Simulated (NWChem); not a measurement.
A series in which one site is exchanged, each optimised at PBE0/def2-SVP with NWChem, gas phase unless a solvent is named. All stand in one matching conformer (torsions within 35°), which need not be the lowest. Low-valent species are run as closed-shell singlets; no triplet was tried in these runs. For some, no frequency run checked for a minimum. def2 effective core potentials on Sn, Pb; no spin-orbit coupling.

A: CO[Si]Cl (CH3ClOSi; site = Si)
B: [O]([Ge][Cl])C (CH3ClGeO; site = Ge)
C: C[O][Sn][Cl] (CH$_{3}$ClOSn; site = Sn)
D: C[O][Pb][Cl] (CH3ClOPb; site = Pb)

### Question
Rank them by dipole (D), PBE0/def2-SVP, lowest first.

### Answer
B (1.16), A (1.69), C (1.84), D (3.03)
